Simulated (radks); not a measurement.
Results of a calculation; reference values are marked as such.
These are the eigenvalues of the occupied orbitals of an atom or ion with whole-number occupations (hartree). Level of theory: Dirac Kohn-Sham, PBE, spin-unpolarised, spherical densities, finite nucleus; Fermi nuclear charge, rms radius of each element as measured or else 0.836 A^(1/3) + 0.57 fm (a radial shooting solver on a logarithmic mesh with Libxc functionals).

orbital  eigenvalue
1s1/2     -161.7542
2s1/2     -17.54037
2p1/2     -14.49918
2p3/2     -14.32812
3s1/2      -2.08447
3p1/2      -1.30647
3p3/2      -1.28733
4s1/2      -0.15910
3d3/2      -0.15852

Which element is it, and in what charge state? The configuration may be excited. Open shells, if any, fill j = l - 1/2 first.

Answer. Z = 21, scandium, charge 0: Sc in [Ne] 3s2 3p5 3d2 4s2. The list shows which subshells hold electrons but not how many an open one holds; the 1s level, -161.75 hartree, gives Z - s = 18.0 by -(Z - s)^2/2, which with screening and relativity narrows Z to a few neighbours, and the depths of the outer levels then fix element, charge and occupations together.
